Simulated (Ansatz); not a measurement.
Relaxation of CHISSi (5 atoms, charge 0, multiplicity 1), to a largest force component of 0.02 eV/Å in at most 50 steps.

The calculation used RHF/def2-SVP in Ansatz 0.2.0.

```xyz
5
Properties=species:S:1:pos:R:3:forces:R:3
S 1.332 1.669 0.754 0.07 -2.43 -2.39
Si 0.239 -0.064 0.150 2.88 6.07 4.47
C -0.279 -1.308 -0.916 -2.23 -3.28 -2.08
I -1.670 -2.832 -0.402 1.49 1.11 -0.38
H -0.436 0.326 1.361 -2.21 -1.47 0.38
```

**Question.** Where does it end, and by what steps?

**Answer.** The run converged. After 16 steps the energy has fallen by 3.016 eV; S1 moved furthest, 0.98 Å.

```tsv
step	energy less start (eV)	largest force component (eV/Å)	accepted
0	0.0000	6.069	yes
1	-1.5631	3.863	yes
2	-2.2918	3.054	yes
3	-2.6889	0.621	yes
4	-2.7178	0.167	yes
5	-2.7715	0.645	yes
6	-2.8340	0.736	yes
7	-2.9523	0.474	yes
8	-2.9796	0.735	yes
9	-2.9993	0.216	yes
10	-3.0085	0.097	yes
11	-3.0105	0.132	yes
12	-3.0141	0.075	yes
13	-3.0149	0.031	yes
14	-3.0154	0.030	yes
15	-3.0155	0.024	yes
16	-3.0156	0.005	yes
```

```xyz
5
Properties=species:S:1:pos:R:3
S 1.807 0.904 0.354
Si 0.004 0.216 0.490
C -0.782 -0.958 -0.683
I -0.767 -2.981 -0.629
H -1.075 0.610 1.415
```

The run took 51 s on 1 thread of Arm Neoverse V1, on a shared host, peak memory 0.2 GiB.
